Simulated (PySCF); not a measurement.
## Mayer bond orders and bond lengths

Compound: Si(CN)2H2, C2H2N2Si.
Structure used (PBE0-D3(BJ)/def2-SVP), in Å, numbered top down from 1:
```
atom  x, y, z in Å
Si1   -0.4827    0.0111   -0.3365
C2    -0.4311   -0.0101    1.5125
N3    -0.4156   -0.0226    2.6714
C4     1.2700   -0.0104   -0.9262
N5     2.3630   -0.0222   -1.3119
H6    -1.1316    1.2637   -0.7911
H7    -1.1719   -1.2094   -0.8183
```

Bond orders from the PBE0/pcSseg-1 density (PySCF). Geometry: PBE0-D3(BJ)/def2-SVP; no solvent, vibrations or thermal averaging.

**Question.** Give the Mayer order of every bond, beside its length.

**Answer.** 
```json
{"bond": "Si1–C2", "length (Å)": "1.850", "Mayer order": "0.851"}
{"bond": "Si1–C4", "length (Å)": "1.849", "Mayer order": "0.851"}
{"bond": "Si1–H6", "length (Å)": "1.482", "Mayer order": "0.948"}
{"bond": "Si1–H7", "length (Å)": "1.482", "Mayer order": "0.948"}
{"bond": "C2–N3", "length (Å)": "1.159", "Mayer order": "2.910"}
{"bond": "C4–N5", "length (Å)": "1.159", "Mayer order": "2.910"}
```

**Question.** Sum the orders of all bonds at each heavy atom with more than one neighbour.

**Answer.** Si1 3.598, C2 3.761, C4 3.761. Orders between atoms that aren't bonded are not in these sums.

The Mayer order sums products of elements of PS (density times overlap matrix) between the two atoms' basis functions, so it depends on the basis set.
